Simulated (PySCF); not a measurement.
**Spin-Hamiltonian simulation**

Molecule: SMILES OB(O)c1ccncc1, C5H6BNO2.

Bonds (- single, = double, # triple, : aromatic): O1-B2 1.362 Å, B2-O3 1.356 Å, B2-C4 1.576 Å, C4:C5 1.400 Å, C5:C6 1.394 Å, C6:N7 1.330 Å, N7:C8 1.332 Å, C8:C9 1.394 Å, C9:C4 1.401 Å. O1 carries H10; O3 carries H11; C5 carries H12; C6 carries H13; C8 carries H14; C9 carries H15.

PySCF 2.14.0 with density-fitted response routines calculation with J couplings at B3LYP/pcJ-1 (spin–dipole term only in couplings to heteroatoms), geometry: PBE0-D3(BJ)/def2-SVP and σ from GIAO-PBE0/pcSseg-1; no solvent, relativity neglected, rapidly exchanging positions averaged, single conformer.

Referencing at the same level of theory: TMS for 1H.

Shifts (ppm): H12/H15 7.47, H13/H14 8.88.
Couplings (Hz): H12–H13, H14–H15: 5.4; H12–H14, H13–H15: 1.1; H12–H15: 1.1; H13–H14: -0.9.

The 4-spin Hamiltonian (Zeeman plus full scalar coupling among like nuclei) was diagonalised exactly; lines are Lorentzian, 0.4 Hz wide, and the maxima above 3 % are listed with the tallest set to 100.

(1) Give the 1H peak list of this spin system at 250 MHz.

(2) And at 700 MHz?

(3) Among coupled protons with different shifts, which pair is furthest from first order, and how does the field change that?

Results:

(1) 
| Hz | ppm | height |
| --- | --- | --- |
| 2223.3 | 8.893 | 97 |
| 2222.2 | 8.889 | 40 |
| 2221.4 | 8.886 | 35 |
| 2218.7 | 8.875 | 36 |
| 2217.9 | 8.872 | 41 |
| 2216.8 | 8.867 | 100 |
| 1870.8 | 7.483 | 100 |
| 1869.6 | 7.478 | 41 |
| 1868.9 | 7.475 | 36 |
| 1866.1 | 7.464 | 35 |
| 1865.4 | 7.461 | 40 |
| 1864.2 | 7.457 | 97 |

(2) 
Hz from δ = 0 (height): 6219.2 (98), 6218.2 (40), 6217.4 (35), 6214.7 (36), 6213.9 (41), 6212.8 (100), 5232.2 (100), 5231.1 (41), 5230.4 (36), 5227.6 (35), 5226.9 (40), 5225.8 (98)

(3) H12 and H13: Δν/J is about 65.3 at 250 MHz (close to first order) and 182.8 at 700 MHz (close to first order). J in Hz doesn't depend on the field, while Δν in Hz grows in proportion to it. The system also holds chemically equivalent protons that couple differently to a partner (AA′BB′ or AA′XX′ type), and that part stays second order at any field.

The OH or NH signal is concentration- and solvent-dependent in practice; the value given is the gas-phase one. Unscaled 3J(H,H) at this level run about 10 % above measured values.
